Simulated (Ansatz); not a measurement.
GeH2, singlet: CASSCF and its corrections

Computed with Ansatz's Gaussian-basis code (development build). Basis cc-pVTZ, nonrelativistic, 9 orbitals frozen in the corrections. State-specific CASSCF; RHF is the lowest restricted (open-shell) Hartree–Fock solution met. Solutions may break the symmetry of the shape. Lower solutions, or ones in other orbitals, may exist.

Geometry. A bond is stretched, to 1.42 times the sum of the covalent radii.

```
atom   x (Å)    y (Å)    z (Å)
  Ge  0.0000  -0.1856  -0.1818
   H  0.0000  -0.1856   1.9661
   H  0.0000   1.9622  -0.2263
```

**Question.** What do CASSCF and its corrections give against RHF in CAS(4,5), and what are the occupations?

**Answer.** CASSCF -1.645 eV, SC-NEVPT2 -5.275 eV; occupations 1.91, 1.90, 0.10, 0.09, 0.01.

**Question.** Roughly how much CPU time does a whole run from the default start take (median of such runs, summed over threads; nearly all runs on one pinned thread of a shared server, mostly Xeon at 2.3 to 2.6 GHz, by a development driver)?

**Answer.** CAS(4,5): about 3.9 s. Other jobs ran beside these, and the count of passes differs.
